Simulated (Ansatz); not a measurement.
F3OTa, SMILES `[O]=[Ta]([F])([F])[F]`. Total charge 0; spin multiplicity 1. Ta: def2 effective core potential. The geometry is a stationary point of PBE0-D4/def2-TZVP.

```xyz
5

O    -0.429    1.521    0.643
Ta    0.000   -0.001    0.000
F    -0.883   -0.196   -1.634
F     1.853   -0.018   -0.228
F    -0.542   -1.306    1.220
```

(1) What is the dipole moment at ωB97M-V/def2-TZVPP? (Estimate.)

(2) And with PBE, r2SCAN, B3LYP? (Best estimate.)

(3) Give the Mulliken charges with ωB97M-V, B3LYP, r2SCAN in def2-TZVPP. (Best estimate.)

Results:

(1) The calculation gave: 1.91 D, with components (0.48, -1.70, -0.72) D in this frame, pointing from negative to positive charge.

(2) Ansatz gave: PBE 1.72 D, r2SCAN 1.80 D, B3LYP 1.82 D.

(3) Ansatz gave: 
```json
{"atom": "O1", "ωB97M-V": "-0.42", "B3LYP": "-0.42", "r2SCAN": "-0.42"}
{"atom": "Ta2", "ωB97M-V": "1.36", "B3LYP": "1.38", "r2SCAN": "1.38"}
{"atom": "F3", "ωB97M-V": "-0.32", "B3LYP": "-0.32", "r2SCAN": "-0.32"}
{"atom": "F4", "ωB97M-V": "-0.32", "B3LYP": "-0.32", "r2SCAN": "-0.32"}
{"atom": "F5", "ωB97M-V": "-0.32", "B3LYP": "-0.32", "r2SCAN": "-0.32"}
```

B3LYP here is the variant with VWN-RPA as its local correlation; programs differ in this.
